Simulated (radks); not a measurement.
Values are calculated unless marked as measured or tabulated.
Valence configurations of the cadmium ion Cd+ (all share [Kr]). Code: a radial shooting solver on a logarithmic mesh with Libxc functionals. Model: scalar-relativistic Kohn-Sham, r2SCAN, spin-polarised, spherical densities, finite nucleus; open shells are filled with parallel spins first (spin-orbit coupling, left out, can overturn this in heavy ions); meta-GGA in the generalised Kohn-Sham scheme; Fermi nuclear charge, rms radius 4.6087 fm. Energies are relative to 4d10 5s1; eigenvalues in eV for spin up.

| valence | E (eV) | moment (Bohr magnetons) | e(4d) | e(5p) | e(5s) |
|---|---|---|---|---|---|
| 4d10 5s1 | 0.000 | 1 | -21.011 | - | -13.715 |
| 4d9 5s1 5p1 | 14.448 | 3 | -27.044 | -9.885 | -16.767 |
| 4d9 5s2 | 9.372 | 1 | -25.619 | - | -14.897 |
| 4d9.5 5s1.5 | 4.553 | 1 | -23.306 | - | -14.342 |
| 4d9 5p2 | 21.239 | 3 | -28.416 | -10.558 | - |
| 4d8.5 5s1.5 5p1 | 20.621 | 3 | -29.431 | -10.235 | -17.372 |
| 4d8 5s1 5p2 | 31.529 | 5 | -32.972 | -11.764 | -19.389 |
| 4d10 5p1 | 5.979 | 1 | -22.530 | -8.420 | - |
| 4d8.5 5s0.5 5p2 | 26.261 | 4 | -30.674 | -11.191 | -18.390 |
| 4d10 5s0.5 5p0.5 | 3.026 | 1 | -21.779 | -8.000 | -13.943 |

NIST lists [Kr] 4d10 5s1 as the ground configuration; this level of theory agrees among the configurations tried. The energies are those of spherical high-spin densities, not of single terms.
